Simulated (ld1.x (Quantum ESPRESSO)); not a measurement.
# magnesium: variants of one TM potential

Base potential:

ld1.x (Quantum ESPRESSO) 7.5 input, shortened:

```
&input
   title='Mg', zed=12., rel=1, dft='PBE', iswitch=3,
   config='[Ne] 3s2 3p0'
 /
 &inputp
   pseudotype=2, tm=.true., lloc=-1, rcloc=0.75,
   nlcc=.true., rcore=0.70
 /
2
2S  1  0   2.00   0.00  0.85  0.85  0.0
2P  2  1   6.00   0.00  1.10  1.10  0.0
 &test
   configts(1)='2s2 2p6 3s2 3p0'
 /
```

Occupied shells without a wave of their own: 3s. They enter only through the test configuration that unscreens the potential, and ld1.x also counts them in the model core charge.

Cutoffs, loose and tight: the cutoffs (Ry, on a coarse ladder) from which the occupation-weighted sum of valence levels, in a spherical-Bessel basis at the reference potential, stays within 10 and 1 mRy of its value at 400 Ry. They do not see the model core or the augmentation charge, which bear on the density cutoff. Test errors are all-electron minus pseudo excitation energies from the reference, over the configurations 2s2 2p6 3s1 3p0; 2s2 2p6 3s0 3p0; 2s2 2p6 3s1.5 3p0; 2s2 2p6 3s1 3p1; 2s2 2p6 3s0 3p2; 2s1 2p6 3s2 3p0; 2s2 2p5 3s2 3p0. A dash means not determined; rows that change the core or the reference have their own tests.

With those shells counted twice in exchange and correlation these files are broken, and their errors move erratically; no question is asked of them.

| change | outcome | cutoff, loose | cutoff, tight | bound ghosts | largest test error (meV) |
| --- | --- | --- | --- | --- | --- |
| base | generated | 160 Ry | 260 Ry | none | -992 |
| local potential all-electron potential smoothed inside 0.42 bohr (lloc = -1) | generated | 160 Ry | 260 Ry | none | -1043 |
| local potential all-electron potential smoothed inside 0.52 bohr (lloc = -1) | generated | 160 Ry | 260 Ry | none | -1036 |
| local potential all-electron potential smoothed inside 0.64 bohr (lloc = -1) | generated | 160 Ry | 260 Ry | none | -1021 |
| local potential all-electron potential smoothed inside 0.72 bohr (lloc = -1) | generated | 160 Ry | 260 Ry | none | -1005 |
| local potential all-electron potential smoothed inside 0.82 bohr (lloc = -1) | generated | 160 Ry | 260 Ry | none | -959 |
| local potential all-electron potential smoothed inside 0.92 bohr (lloc = -1) | generated | 160 Ry | 260 Ry | none | -809 |
| local potential all-electron potential smoothed inside 1.00 bohr (lloc = -1) | generated, misses its reference levels by 0.16 eV | 160 Ry | 260 Ry | none | -411 |
| local potential all-electron potential smoothed inside 1.08 bohr (lloc = -1) | generated, misses its reference levels by 0.22 eV | 160 Ry | 260 Ry | none | -1779 |
| local potential all-electron potential smoothed inside 1.20 bohr (lloc = -1) | generated | 160 Ry | 260 Ry | none | -1088 |
| local potential all-electron potential smoothed inside 1.30 bohr (lloc = -1) | generated | 160 Ry | 260 Ry | none | -925 |

Reading the sweep of the rcloc (base included, trends over the rows without a ghost): The loose cutoff stays near 160 Ry. The median size of the test errors (rows with all tests solved) is not monotonic: lowest 87.4 meV at 0.92 bohr, highest 329.9 meV at 1.08 bohr.
